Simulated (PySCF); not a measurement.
## SmH: from constants to spectrum

PBE0 constants of SmH, octet, about 6.0 electrons in the 4f shell (Mulliken), real f orbitals that mix terms (PySCF, spin-free X2C with a Gaussian nucleus, basis sets Sm x2c-TZVPPall, H x2c-TZVPPall; masses 151.9197 and 1.0078 u):

```
ωe                     : 1241.0 cm⁻¹
ωexe                   : 16.4 cm⁻¹
Be                     : 3.7894 cm⁻¹
αe                     : 0.0787 cm⁻¹
D (centrifugal)        : 0.000141 cm⁻¹
De to Sm (4f6 6s2) + H : 2.06 eV
```

Q: Give the vibrational terms G(v) and spacings up to v = 6.

A: G(v) = ωe(v+½) − ωexe(v+½)².

| v | G(v) (cm⁻¹) | G(v) − G(v−1) | Bv (cm⁻¹) |
| --- | --- | --- | --- |
| 0 | 616 |  | 3.750 |
| 1 | 1825 | 1208 | 3.671 |
| 2 | 3000 | 1175 | 3.593 |
| 3 | 4143 | 1143 | 3.514 |
| 4 | 5252 | 1110 | 3.435 |
| 5 | 6329 | 1077 | 3.357 |
| 6 | 7374 | 1044 | 3.278 |

Q: How well does the Morse estimate ωe²/(4ωexe) reproduce De, and what is D0?

A: It gives 2.91 eV, 141 % of the computed De. D0 = De − G(0) = 2.06 − 0.08 = 1.98 eV.

Spin–orbit coupling is left out, which matters for elements this heavy, above all for dissociation energies. With d or f electrons several states lie close, and the lowest PBE0 determinant need not be the measured ground state.
